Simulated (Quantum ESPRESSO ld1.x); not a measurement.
Values are calculated unless marked as measured or tabulated.
Os37+, configuration [Kr] 4d3. Code: ld1.x of Quantum ESPRESSO 7.5. Model: scalar-relativistic Kohn-Sham, relativistic LDA (MacDonald-Vosko exchange, VWN5 correlation), spin-unpolarised, spherical densities, point nucleus.

Radial electron density D(r) = 4 pi r^2 rho(r):

r (bohr),D(r) (e/bohr)
0.001853,21.11
0.002106,25.12
0.002394,29.75
0.002721,35.01
0.003093,40.92
0.003515,47.47
0.003995,54.58
0.00454,62.14
0.00516,69.97
0.005865,77.80
0.006666,85.31
0.007637,92.48
0.00868,98.03
0.009865,102.0
0.01121,104.1
0.01274,104.1
0.01448,102.4
0.01646,99.34
0.01871,95.95
0.02126,93.46
0.02417,93.23
0.02747,96.36
0.03122,103.3
0.03548,113.4
0.04065,125.5
0.0462,135.2
0.05251,140.1
0.05968,138.4
0.06783,130.2
0.07709,118.7
0.08762,108.8
0.09959,105.2
0.1132,109.6
0.1286,118.6
0.1462,125.1
0.1662,121.7
0.1889,106.0
0.2164,80.77
0.2459,58.73
0.2795,45.83
0.3177,42.51
0.3611,42.84
0.4104,39.93
0.4664,31.40
0.5301,20.02
0.6025,10.12
0.6847,3.974
0.7782,1.185
0.8845,0.2610
1.013,0.03621
1.152,0.003837
1.309,0.0002676

D(r) has 4 maxima, at r = 0.0120, 0.0542, 0.151, 0.355 bohr, and minima at 0.0230, 0.0988, 0.320 bohr, inside which lie 1.90, 11.00, 29.63 electrons.
